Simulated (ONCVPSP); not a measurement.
Configuration tests for rhodium (ONCV)

```json
{
 "Element": "Rh (Z = 45)",
 "Generator": "ONCVPSP 4.0.1",
 "Type": "optimised norm-conserving Vanderbilt (ONCV)",
 "Functional": "PBE",
 "Relativity": "scalar-relativistic",
 "Frozen core": "[Kr]",
 "Valence charge": "9",
 "Reference configuration": "4d8 5s1",
 "Partial waves": "5s: rc 2.25 bohr, ncon 5, nbas 8, qcut 2.7 1/bohr, 3 projectors, debl 3.5 Ha; p scattering state at 0.35 Ha: rc 2.45 bohr, ncon 4, nbas 7, qcut 2.7 1/bohr, 2 projectors, debl 2.3 Ha; 4d: rc 1.40 bohr, ncon 3, nbas 8, qcut 6.6 1/bohr, 1 projector; f scattering state at 0.08 Ha: rc 1.70 bohr, ncon 3, nbas 7, qcut 8.3 1/bohr, 3 projectors, debl 2.5 Ha",
 "Local potential": "polynomial inside 1.05 bohr (lpopt 3, dvloc0 2 Ha)",
 "Core correction": "Teter function fitted to the true core (icmod 2), fcfact 0.7"
}
```

Energies are relative to the spin-unpolarised reference configuration 4d8 5s1; without spin polarisation the order of configurations can differ from experiment.

```json
{"valence configuration": "4d8 5s0", "charge": "+1", "ΔE all-electron (eV)": "7.461", "error AE − PS (meV)": "-2.6"}
{"valence configuration": "4d7 5s0", "charge": "+2", "ΔE all-electron (eV)": "26.971", "error AE − PS (meV)": "-14"}
```

**Question.** What are ΔE and the potential's error for 4d8 5s0.5?

**Answer.** ΔE = 2.919 eV all-electron; the error (AE − PS) is -1.2 meV.

**Question.** What are ΔE and the potential's error for 4d6 5s0?

**Answer.** ΔE = 59.476 eV all-electron; the error (AE − PS) is -243 meV.

Levels in the configuration 4d8 5s0:

```json
{"level": "4d", "all-electron (eV)": "-13.583", "pseudo (eV)": "-13.548"}
```

Note: ghosts flagged at negative energy: s at -1582.0 eV, s at -21.0 eV; GHOST(+) flagged for p at 31.3 eV, s at 487.0 eV. A true bound ghost makes a file unfit for plane-wave use.
